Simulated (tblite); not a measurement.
Problem. Give a GFN2-xTB geometry of `[SiH2]1[SiH2]S[SiH2][Si@H]1N(C)C`.

Solution. 
```
atom  x, y, z in Å
C1    -2.527    1.205   -0.692
N2    -1.534    0.164   -0.622
C3    -1.977   -0.954    0.173
Si4    0.149    0.542   -0.746
Si5    1.249    1.250    1.216
Si6    2.955   -0.310    1.481
S7     2.460   -2.050    0.277
Si8    1.272   -1.383   -1.407
H9    -3.456    0.804   -1.107
H10   -2.749    1.626    0.297
H11   -2.172    2.004   -1.336
H12   -1.216   -1.732    0.183
H13   -2.894   -1.370   -0.254
H14   -2.188   -0.659    1.209
H15    0.157    1.545   -1.828
H16    1.826    2.602    1.185
H17    0.391    1.272    2.414
H18    3.163   -0.924    2.787
H19    4.265    0.126    0.996
H20    0.577   -2.619   -1.749
H21    2.239   -1.123   -2.476
```

Orientation and origin are arbitrary. Atoms count from 1 in this order. Of the pairs four or more bonds apart, Si8···H12 is among the closest relative to their van der Waals radii: 2.97 Å, 90 % of the sum of Bondi's values. The 5-membered ring Si4–Si5–Si6–S7–Si8 has internal angles of 103.6° to 108.0° (sum 532°, against 540° for a flat polygon); it is puckered, 0.18 Å rms from its mean plane, widest ring torsion 29°. Si8 (SiH2 silicon) is distorted tetrahedral (angles from 100.6° to 122.5°). Si5 (SiH2 silicon) is distorted tetrahedral (angles from 103.4° to 116.2°).

Bonds between heavy atoms (Å): C1–N2 1.440, N2–C3 1.442, N2–Si4 1.729, Si4–Si5 2.359, Si5–Si6 2.327, Si6–S7 2.174, S7–Si8 2.166, Si4–Si8 2.325.

The geometry is computed with GFN2-xTB (gas phase).

Point group: C1 (no symmetry element, even within 0.4 Å). Its GFN2-xTB frequencies are all real (lowest 23 cm⁻¹). The numbers are those of one conformer (C1–N2–Si4–Si5 83°, N2–Si4–Si5–Si6 122°, Si4–Si5–Si6–S7 -18°, Si5–Si6–S7–Si8 29°, Si6–S7–Si8–Si4 -28°). 3 starts were optimised and ended at 0.00, 0.75 and 1.25 kcal/mol (GFN2-xTB); the lowest of these is shown.

Time: 1.9 s wall. Hardware: Arm Neoverse N1, one thread, shared host. This is the geometry optimisation.
